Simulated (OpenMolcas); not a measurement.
Pd3+ among 6 point charges of -1.5 e arranged as a tetragonal octahedron (D4h), 1.83 Å from the ion, with the axial distance 1.903 Å.

```
Program             : OpenMolcas 26.06
Method              : SS-CASPT2, IPEA 0.25 Eh, imaginary shift 0.1 Eh (closed shells correlated: 4s 4p)
Basis               : ANO-RCC-VDZP [6s5p3d1f]
Scalar Hamiltonian  : DKH2, point nucleus
Active space        : 7 electrons in 5 orbitals (4d)
State averaging     : 2S+1 = 4 even, 10 roots; 2S+1 = 2 even, 40 roots
Spin-orbit coupling : state interaction with AMFI integrals over the reference wave functions
```

(1) What is the spin-free ground state (labels of D4, the rotations of D4h)?

(2) Where is the first state of the same spin?

(3) What are the lowest two levels with spin-orbit coupling?

(4) What is χT at 300 K, and how does it compare with the textbook value?

Results:

(1) 4A2, 1-fold in its orbital part, 95 % from free-ion F terms; it has the highest spin that d7 allows.

(2) 4E at 706 cm-1 above the ground state.

(3) A 2-fold level E1/2 with g = 2.49, 5.73, 5.73, then a 2-fold level E3/2 770 cm-1 above it. Their leading multiplicities are 4 (98 %) and 4 (98 %).

(4) The lowest level has 2S+1 = 4, for which the spin-only value is χT = S(S+1) / 2 = 1.875 cm3 K/mol (g = 2). The computed 3.416 at 300 K differs by +1.541, through orbital momentum, spin-orbit coupling and any other state in reach.

Over all roots computed the reference weight is 0.86 to 0.94; the roots of lowest weight are the least certain, and an intruder state may touch them. Spin-orbit coupling mixes the spin-free states strongly: the lowest level takes only 52 % from its leading state, 4A2. This shell can be high or low spin here, a state of another spin lies low, and with metal d orbitals alone active their balance is uncertain, so the ground spin may be wrong. Point charges give a weaker field than real ligands, and real ions of this kind are as a rule low spin; the high spin found here belongs to the model. Free-ion shares, where given, are those of the reference states; single-state CASPT2 does not remix them. This is an electrostatic model: the charges have no orbitals. No measured value stands beside these numbers.
